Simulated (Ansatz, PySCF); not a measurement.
This Ansatz (a program for electronic structure) input computes a B3LYP/def2-TZVPD energy:

Ansatz 0.2 input:
```yaml
crystal:
  periodic: [false, false, false]
  atoms:
    - {symbol: N, position_ang: [-0.00000000, -0.00000000, -1.04500128]}
    - {symbol: Si, position_ang: [0.00000000, 0.00000000, 0.52250064]}
basis:
  gaussian:
    orbitals: def2-TZVPD
hamiltonian:
  xc: {name: B3LYP}
magnetization: {spin_polarized: true, initial_magnetization: 1}
output: {forces: true}
```

Question: Write an input for the same energy in PySCF and say what it gives.

Answer: 
```python
from pyscf import gto, scf, dft

mol = gto.M(
    atom='''
    N    -0.00000000   -0.00000000   -1.04500128
    Si    0.00000000    0.00000000    0.52250064
    ''',
    basis='def2-tzvpd',
    charge=0,
    spin=1,
    symmetry='C2v',
    verbose=4,
)

mf = dft.UKS(mol, xc='b3lyp').density_fit(auxbasis='def2-universal-jkfit')
mf.grids.level = 3
mf.conv_tol = 1e-9
mf.max_cycle = 100
mf.max_memory = 1500
mf.kernel()
if not mf.converged:
    mf = mf.newton()
    mf.kernel(mf.make_rdm1())
mf.analyze()
```
It gives -344.16852 Eh, and Ansatz -344.16850 Eh, a difference of 0.02 mEh, from the treatment of integrals and grids.
